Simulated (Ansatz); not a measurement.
Born–Oppenheimer molecular dynamics of a periodic cell of 17 atoms, TiSi16 (host Si, host structure diamond, interstitial Ti). It goes on from the last frame of an earlier run, with new velocities.

Method: DFT PBE-D3(BJ), scalar-relativistic, plane waves, PAW (Ansatz). Settings: accuracy low, PAW set soft_1, cutoff 420 eV, k mesh 2x2x2, fermi-dirac smearing 0.05 eV, no spin polarisation.

```json
{
  "ensemble": "NVE (velocity Verlet)",
  "time step": "3 fs",
  "steps asked": "220",
  "starting velocities drawn for": "840 K",
  "seed": "287109"
}
```

Frames 15 fs apart, positions in Å, forces in eV/Å.

Velocities at 240.0 fs (Å/ps):

```
Si 1.45 7.91 6.55
Si 2.51 -2.80 2.77
Si -5.60 2.70 6.11
Si -1.03 0.23 -7.10
Si -0.14 -1.22 3.54
Si -2.89 -1.30 -3.92
Si -2.35 0.43 -5.22
Si -8.35 -5.37 -0.92
Si 2.84 -8.12 -0.10
Si -2.85 -0.10 -4.90
Si 2.48 5.65 -0.97
Si 6.82 -6.61 -3.32
Si 5.33 4.64 4.80
Si 3.96 -0.69 4.87
Si -5.84 0.32 3.20
Si -6.61 2.50 1.07
Ti 6.01 1.06 -3.78
```

```xyz
17
Lattice="0.0000 5.4300 5.4300 5.4300 0.0000 5.4300 5.4300 5.4300 0.0000" Properties=species:S:1:pos:R:3:forces:R:3 time_fs=240.0 energy_less_start_eV=0.325 T=683
Si 0.278 0.121 0.220 -0.28 -0.73 -0.46
Si 1.524 1.692 1.593 -1.97 0.33 -0.08
Si 2.619 2.694 -0.099 1.58 0.33 -0.10
Si 4.152 3.919 1.332 -0.43 0.84 0.10
Si 2.717 0.079 2.547 0.36 -1.31 1.11
Si 4.060 1.115 4.128 1.12 0.59 -0.31
Si 5.460 2.629 2.827 -0.05 -0.40 -0.61
Si 6.847 4.129 3.998 0.00 -0.23 -0.88
Si -0.263 2.766 2.972 0.77 0.20 -0.26
Si 1.209 3.938 4.226 0.66 1.40 -0.36
Si 2.528 5.444 2.652 -1.01 -2.71 0.40
Si 3.892 6.511 4.056 -0.03 1.14 1.15
Si 2.820 2.717 5.299 -0.12 1.33 -0.68
Si 4.209 4.207 6.754 -0.26 -0.26 -0.51
Si 5.553 5.491 5.288 -0.62 -0.64 0.15
Si 6.842 6.821 6.575 -1.09 0.95 1.47
Ti 9.430 6.824 6.822 1.38 -0.82 -0.12
17
Lattice="0.0000 5.4300 5.4300 5.4300 0.0000 5.4300 5.4300 5.4300 0.0000" Properties=species:S:1:pos:R:3:forces:R:3 time_fs=255.0 energy_less_start_eV=0.221 T=733
Si 0.299 0.189 0.274 0.49 -2.10 -2.09
Si 1.496 1.662 1.637 -0.48 0.01 0.12
Si 2.598 2.738 -0.028 1.07 -0.36 -1.02
Si 4.123 3.959 1.237 -0.10 1.02 0.72
Si 2.720 0.007 2.634 -0.39 -0.94 0.26
Si 4.064 1.128 4.071 1.07 1.10 0.66
Si 5.413 2.618 2.728 -0.87 -0.09 -0.13
Si 6.727 4.050 3.962 0.45 0.32 0.16
Si -0.189 2.660 2.966 0.72 0.85 0.28
Si 1.199 3.994 4.153 0.97 1.36 0.49
Si 2.526 5.429 2.645 -0.54 -1.65 -0.23
Si 3.973 6.467 4.051 -1.54 1.57 0.69
Si 2.880 2.832 5.339 -0.98 0.37 -0.77
Si 4.253 4.187 6.812 -0.63 -0.38 -0.06
Si 5.462 5.465 5.341 1.04 -0.76 0.14
Si 6.723 6.892 6.636 0.78 0.20 0.16
Ti 9.535 6.822 6.768 -1.05 -0.52 0.62
17
Lattice="0.0000 5.4300 5.4300 5.4300 0.0000 5.4300 5.4300 5.4300 0.0000" Properties=species:S:1:pos:R:3:forces:R:3 time_fs=270.0 energy_less_start_eV=-0.080 T=877
Si 0.348 0.115 0.190 -0.16 -0.34 -0.45
Si 1.434 1.629 1.681 1.64 -0.90 -0.92
Si 2.654 2.756 -0.027 -0.36 -0.68 -0.67
Si 4.085 4.072 1.193 -0.04 0.25 0.64
Si 2.702 -0.130 2.745 -0.07 0.78 -0.19
Si 4.140 1.214 4.058 -0.43 0.10 0.57
Si 5.303 2.610 2.624 -0.85 1.26 0.68
Si 6.638 3.989 3.935 0.48 -0.18 0.83
Si -0.066 2.620 2.981 -0.25 1.24 0.76
Si 1.256 4.143 4.112 0.23 -0.63 0.26
Si 2.488 5.295 2.618 0.77 0.84 -1.06
Si 3.949 6.536 4.103 -1.06 0.61 0.22
Si 2.873 2.973 5.325 -0.49 -0.98 0.09
Si 4.251 4.137 6.865 -0.65 -0.47 0.28
Si 5.439 5.388 5.401 0.90 0.40 -0.21
Si 6.662 6.972 6.706 2.03 -1.38 -1.42
Ti 9.601 6.796 6.739 -1.69 0.07 0.56
17
Lattice="0.0000 5.4300 5.4300 5.4300 0.0000 5.4300 5.4300 5.4300 0.0000" Properties=species:S:1:pos:R:3:forces:R:3 time_fs=285.0 energy_less_start_eV=0.292 T=700
Si 0.379 0.020 0.078 -1.51 1.99 1.97
Si 1.480 1.535 1.662 1.04 -0.74 -0.85
Si 2.687 2.731 -0.072 -1.08 0.43 0.69
Si 4.045 4.201 1.191 0.12 -1.03 -0.69
Si 2.680 -0.214 2.845 0.52 1.41 -0.18
Si 4.189 1.310 4.090 -1.20 -0.79 0.34
Si 5.144 2.682 2.559 1.21 0.42 -0.01
Si 6.584 3.916 3.966 0.15 -0.29 0.53
Si 0.041 2.662 3.045 -0.85 -0.09 -0.15
Si 1.339 4.246 4.083 0.40 -1.98 -0.77
Si 2.501 5.217 2.516 0.69 2.10 -0.74
Si 3.853 6.648 4.166 1.01 -1.05 -0.73
Si 2.829 3.043 5.316 0.20 -1.62 0.64
Si 4.202 4.056 6.936 -0.04 0.23 0.02
Si 5.478 5.338 5.449 -0.37 0.83 -0.11
Si 6.736 6.965 6.686 0.39 -0.49 -0.59
Ti 9.595 6.774 6.736 -0.68 0.66 0.63
17
Lattice="0.0000 5.4300 5.4300 5.4300 0.0000 5.4300 5.4300 5.4300 0.0000" Properties=species:S:1:pos:R:3:forces:R:3 time_fs=300.0 energy_less_start_eV=0.367 T=662
Si 0.316 0.049 0.082 0.03 0.42 -0.01
Si 1.601 1.389 1.584 -0.53 0.28 0.22
Si 2.645 2.732 -0.070 -0.48 0.39 0.96
Si 4.016 4.255 1.137 0.46 -1.58 -1.55
Si 2.693 -0.199 2.933 0.30 0.43 0.18
Si 4.154 1.354 4.141 -0.75 -0.47 -0.66
Si 5.067 2.783 2.504 1.98 -1.14 0.55
Si 6.543 3.829 4.035 -0.09 0.82 -0.28
Si 0.085 2.699 3.097 -0.79 -1.33 -1.14
Si 1.446 4.225 4.014 0.00 0.14 0.29
Si 2.555 5.287 2.370 -0.74 1.05 1.46
Si 3.826 6.689 4.178 1.70 -1.21 -0.92
Si 2.797 2.995 5.353 0.35 -0.97 0.50
Si 4.150 3.993 7.010 0.50 1.00 -0.22
Si 5.494 5.344 5.487 -0.96 0.16 -0.07
Si 6.841 6.919 6.617 -1.36 0.63 -0.05
Ti 9.559 6.783 6.761 0.38 1.37 0.77
17
Lattice="0.0000 5.4300 5.4300 5.4300 0.0000 5.4300 5.4300 5.4300 0.0000" Properties=species:S:1:pos:R:3:forces:R:3 time_fs=315.0 energy_less_start_eV=0.351 T=670
Si 0.247 0.117 0.092 0.79 -0.68 -1.58
Si 1.686 1.260 1.520 -1.29 0.66 0.90
Si 2.569 2.753 -0.007 0.52 -1.07 -0.50
Si 4.017 4.200 0.984 0.33 -0.30 0.38
Si 2.726 -0.152 3.032 -0.34 -0.75 -0.01
Si 4.065 1.363 4.148 0.45 0.19 -0.65
Si 5.133 2.806 2.485 1.01 -1.21 0.25
Si 6.497 3.803 4.087 0.09 1.50 -0.35
Si 0.077 2.648 3.071 0.51 -0.41 -0.62
Si 1.551 4.197 3.960 -0.72 0.34 0.76
Si 2.569 5.428 2.325 -0.26 -1.20 1.90
Si 3.916 6.646 4.128 0.23 0.08 0.26
Si 2.790 2.882 5.422 0.10 0.96 -0.65
Si 4.132 4.003 7.067 0.32 1.10 -0.30
Si 5.441 5.364 5.519 -0.68 -0.42 -0.26
Si 6.845 6.916 6.543 -2.23 0.74 0.39
Ti 9.540 6.848 6.818 1.17 0.47 0.08
17
Lattice="0.0000 5.4300 5.4300 5.4300 0.0000 5.4300 5.4300 5.4300 0.0000" Properties=species:S:1:pos:R:3:forces:R:3 time_fs=330.0 energy_less_start_eV=0.269 T=710
Si 0.232 0.139 -0.007 0.28 -0.49 -1.08
Si 1.677 1.178 1.520 -1.21 0.48 0.78
Si 2.524 2.700 0.024 0.38 -1.13 -1.17
Si 4.049 4.118 0.856 0.56 0.42 1.78
Si 2.733 -0.158 3.126 -0.81 -0.84 -0.55
Si 4.010 1.387 4.109 1.35 0.72 -0.12
Si 5.272 2.741 2.484 -0.71 -0.03 0.00
Si 6.460 3.883 4.115 0.62 0.54 0.00
Si 0.108 2.568 3.000 1.66 0.92 0.39
Si 1.602 4.191 3.962 -1.25 -0.25 0.69
Si 2.561 5.497 2.411 0.34 -0.68 0.16
Si 4.025 6.605 4.092 -1.08 0.78 0.51
Si 2.789 2.833 5.446 -0.20 1.47 -0.82
Si 4.138 4.090 7.103 -0.03 0.04 -0.12
Si 5.339 5.356 5.533 -0.02 -0.32 -0.14
Si 6.695 6.963 6.500 -0.41 -0.26 0.73
Ti 9.567 6.929 6.877 0.52 -1.36 -1.02
17
Lattice="0.0000 5.4300 5.4300 5.4300 0.0000 5.4300 5.4300 5.4300 0.0000" Properties=species:S:1:pos:R:3:forces:R:3 time_fs=345.0 energy_less_start_eV=0.394 T=650
Si 0.236 0.128 -0.182 -0.64 0.28 0.63
Si 1.579 1.133 1.575 -0.39 0.19 -0.19
Si 2.513 2.569 -0.026 0.57 0.02 -0.44
Si 4.115 4.061 0.854 -0.21 0.11 1.44
Si 2.690 -0.214 3.180 0.38 0.88 -0.80
Si 4.046 1.456 4.056 0.36 -0.09 -0.02
Si 5.358 2.683 2.497 -1.80 1.91 1.18
Si 6.465 3.996 4.141 0.26 -1.38 0.13
Si 0.250 2.549 2.953 0.30 0.84 0.66
Si 1.565 4.170 4.011 -0.48 -0.16 -0.30
Si 2.577 5.513 2.515 0.45 -0.03 -0.91
Si 4.059 6.622 4.090 -0.99 1.03 -0.03
Si 2.778 2.885 5.418 0.08 0.10 0.54
Si 4.141 4.178 7.132 -0.35 -1.40 0.37
Si 5.234 5.328 5.534 0.44 0.33 -0.16
Si 6.521 6.989 6.499 2.33 -1.26 -0.66
Ti 9.618 6.957 6.892 -0.30 -1.38 -1.43
17
Lattice="0.0000 5.4300 5.4300 5.4300 0.0000 5.4300 5.4300 5.4300 0.0000" Properties=species:S:1:pos:R:3:forces:R:3 time_fs=360.0 energy_less_start_eV=0.648 T=527
Si 0.194 0.135 -0.312 -0.98 0.48 1.69
Si 1.453 1.101 1.615 0.71 -0.19 -1.23
Si 2.537 2.440 -0.105 -0.31 1.30 1.15
Si 4.166 4.018 0.960 -1.00 0.41 0.34
Si 2.669 -0.210 3.174 0.57 1.55 -0.70
Si 4.106 1.520 4.007 -1.13 -0.80 0.60
Si 5.329 2.749 2.574 0.21 0.98 -0.61
Si 6.491 4.015 4.179 0.16 -1.49 0.43
Si 0.409 2.587 2.951 -2.06 -0.40 -0.16
Si 1.497 4.144 4.042 1.11 0.92 -0.53
Si 2.623 5.520 2.556 -0.09 -0.35 -0.85
Si 4.026 6.710 4.084 0.51 0.07 -0.75
Si 2.772 2.949 5.426 0.36 -0.75 0.97
Si 4.122 4.167 7.183 0.04 -1.37 0.03
Si 5.159 5.320 5.523 0.36 0.33 -0.20
Si 6.503 6.935 6.469 1.80 -0.07 0.58
Ti 9.659 6.925 6.847 -0.25 -0.61 -0.76
17
Lattice="0.0000 5.4300 5.4300 5.4300 0.0000 5.4300 5.4300 5.4300 0.0000" Properties=species:S:1:pos:R:3:forces:R:3 time_fs=375.0 energy_less_start_eV=0.311 T=689
Si 0.086 0.167 -0.324 0.10 -0.92 0.88
Si 1.376 1.060 1.569 0.94 0.05 -1.02
Si 2.542 2.403 -0.103 -0.36 1.31 1.59
Si 4.141 4.009 1.090 -1.47 0.96 -0.88
Si 2.684 -0.102 3.117 -0.48 -0.08 -0.06
Si 4.091 1.534 3.996 -0.98 0.19 0.21
Si 5.308 2.884 2.620 1.37 -1.12 -0.67
Si 6.534 3.933 4.247 0.51 0.44 0.19
Si 0.427 2.602 2.941 -1.82 -0.51 -0.35
Si 1.502 4.182 4.039 0.97 0.89 0.27
Si 2.664 5.503 2.532 -0.31 -0.41 -0.56
Si 4.026 6.806 4.025 1.02 -0.61 -0.63
Si 2.789 2.963 5.498 -0.16 -0.46 -0.03
Si 4.106 4.059 7.236 0.37 -0.03 -0.50
Si 5.114 5.335 5.499 0.60 -0.06 0.13
Si 6.620 6.869 6.478 0.32 0.44 1.23
Ti 9.687 6.864 6.768 -0.62 -0.08 0.19
17
Lattice="0.0000 5.4300 5.4300 5.4300 0.0000 5.4300 5.4300 5.4300 0.0000" Properties=species:S:1:pos:R:3:forces:R:3 time_fs=390.0 energy_less_start_eV=0.286 T=702
Si -0.017 0.133 -0.274 0.79 -1.68 -0.83
Si 1.367 1.022 1.450 0.50 0.41 0.00
Si 2.533 2.460 0.010 1.32 0.27 0.17
Si 4.015 4.061 1.162 -0.16 -0.32 -0.84
Si 2.669 0.000 3.053 -0.55 -1.68 0.19
Si 4.008 1.560 4.002 0.30 0.89 -0.22
Si 5.382 2.946 2.615 0.67 -1.49 -0.24
Si 6.606 3.880 4.326 -0.26 1.75 -0.60
Si 0.318 2.587 2.907 0.62 0.68 -0.03
Si 1.575 4.277 4.052 -0.35 -0.65 0.40
Si 2.684 5.456 2.469 -0.21 -0.01 0.52
Si 4.090 6.857 3.929 -0.65 -0.80 1.18
Si 2.794 2.943 5.569 -0.53 0.22 -1.01
Si 4.114 3.950 7.254 0.00 1.54 -0.50
Si 5.115 5.348 5.485 0.96 -0.11 0.36
Si 6.760 6.833 6.572 -1.30 0.30 0.41
Ti 9.685 6.800 6.697 -1.14 0.69 1.04
17
Lattice="0.0000 5.4300 5.4300 5.4300 0.0000 5.4300 5.4300 5.4300 0.0000" Properties=species:S:1:pos:R:3:forces:R:3 time_fs=405.0 energy_less_start_eV=0.519 T=590
Si -0.070 -0.016 -0.275 -0.05 -0.20 -0.68
Si 1.395 1.012 1.327 -0.27 0.27 0.64
Si 2.608 2.543 0.134 0.54 -0.38 -1.63
Si 3.885 4.091 1.171 2.31 -1.14 -0.12
Si 2.616 -0.012 3.003 0.22 -0.99 0.29
Si 3.942 1.642 3.992 0.84 -0.35 -0.52
Si 5.503 2.901 2.593 -0.65 -0.33 0.20
Si 6.667 3.946 4.362 -0.15 0.72 -0.88
Si 0.247 2.615 2.867 1.61 0.66 -0.08
Si 1.626 4.329 4.094 -0.78 -1.34 0.20
Si 2.685 5.410 2.449 -0.36 0.43 1.69
Si 4.112 6.847 3.916 -1.02 -0.76 1.69
Si 2.762 2.936 5.571 -0.36 0.31 -0.61
Si 4.122 3.951 7.231 -0.30 1.69 -0.67
Si 5.186 5.355 5.497 0.53 0.27 0.46
Si 6.807 6.822 6.697 -1.61 0.28 -0.67
Ti 9.637 6.765 6.669 -0.49 0.87 0.72
```

Of the whole run (660 fs, mean temperature of the second half 705 K): The conserved energy stayed within 0.31 meV per atom of its start (net change 0.027 meV per atom), so the integration is sound. A run of 0.66 ps of so small a system gives no equilibrium averages. Limits of this set-up: coarse k mesh, low accuracy level.

Time of the run: 17 min on 1 thread of Arm Neoverse V2, on a shared host, peak memory 0.66 GiB.
